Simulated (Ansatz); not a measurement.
Species: C$_{8}$H$_{7}$FSSi, SMILES `c1cc2c(s1)c(c([SiH3])cc2)F` (charge 0, multiplicity 1), formula C₈H₇FSSi.

Q: How many basis functions does frozen-core CCSD(T)/cc-pVDZ // PBE-D3(BJ)/def2-SVP (Ansatz, a quantum-chemistry and plane-wave program) use, how many core orbitals are frozen, and how many electrons are correlated?

A: 197 basis functions and 19 frozen orbitals, which leaves 56 correlated electrons. Core time is of the order of minutes.
